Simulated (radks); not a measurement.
Q: Species: Se. Configuration: [Ar] 3d10 4s2 4p4. All-electron calculation, scalar-relativistic Kohn-Sham, BP86, spin-polarised, spherical densities, finite nucleus; open shells are filled with parallel spins first; Fermi nuclear charge, rms radius 4.14 fm. Program: a radial shooting solver on a logarithmic mesh with Libxc functionals. Some entries of the table are withheld. Estimate them.

orbital  occ.  eigenvalue (Ry)  <r> (bohr)  <1/r> (bohr^-1)
1s up       1        -919.3428     0.04408            34.56
1s down     1        -919.3357     0.04408            34.56
2s up       1        -118.1565      0.1959            7.632
2s down     1        -118.1529      0.1959            7.632
2p up       3        -103.9281      0.1711            7.475
2p down     3        -103.9217      0.1711            7.475
3s up       1        -15.69391      0.5741            2.488
3s down     1        -15.68483      0.5740            2.488
3p up       3        -11.24666      0.5897            2.335
3p down     3        -11.23634      0.5895            2.336
3d up       5         -3.91174      0.6318              (1)
3d down     5         -3.89727      0.6297              (2)
4s up       1         -1.32326       1.794           0.7373
4s down     1         -1.21591       1.794           0.7402
4p up       3         -0.52835       2.274           0.5779
4p down     1         -0.42468       2.335           0.5681

A: 
(1) 3d up <1/r> (bohr^-1): 2.029
(2) 3d down <1/r> (bohr^-1): 2.033
